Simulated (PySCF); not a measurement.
A GIAO shielding run with PySCF 2.14.0 with density-fitted response routines (density fitting, non-relativistic, gas phase) on `CC[SiH2]CC1CC1`, C6H14Si:

```
$ OMP_NUM_THREADS=1 python probes_run.py task.json out

{"job": {"kind": "nmr", "xc": "PBE0", "basis": "pcSseg-1"}, "charge": 0, "multiplicity": 1}
C     -3.434858    -0.169379    -0.150023
C     -2.018142    -0.540012     0.272868
Si    -0.843859     0.958594     0.306839
C      0.838572     0.438531     1.038298
C      1.616762    -0.478775     0.127490
C      2.442363     0.101954    -0.977896
C      3.113301    -0.529214     0.206204
H     -3.438066     0.248809    -1.153789
H     -3.851598     0.575549     0.523775
H     -4.087701    -1.041275    -0.141220
H     -2.055244    -1.005439     1.260284
H     -1.634933    -1.301066    -0.409479
H     -1.422415     2.011044     1.155237
H     -0.654691     1.481265    -1.052823
H      1.435361     1.329546     1.235863
H      0.691493    -0.055300     2.001923
H      1.114313    -1.415733    -0.083075
H      2.479230     1.177568    -1.064685
H      2.484295    -0.411302    -1.926598
H      3.610580    -1.478118     0.070408
H      3.606315     0.119695     0.914631
```

Hardware: 1 thread of an Arm Neoverse N1, shared host. The job also computes population analyses, field gradients, ring-centre shieldings.

(1) How large is the calculation?

(2) How long does it take, and how much memory does it need?

Results:

(1) 64 electrons, 196 basis functions and 1035 auxiliary functions.

(2) 52 s of wall time, with 12 SCF cycles and 4 response iterations; peak memory 0.86 GiB. Times on a shared host scatter by some tens of per cent.
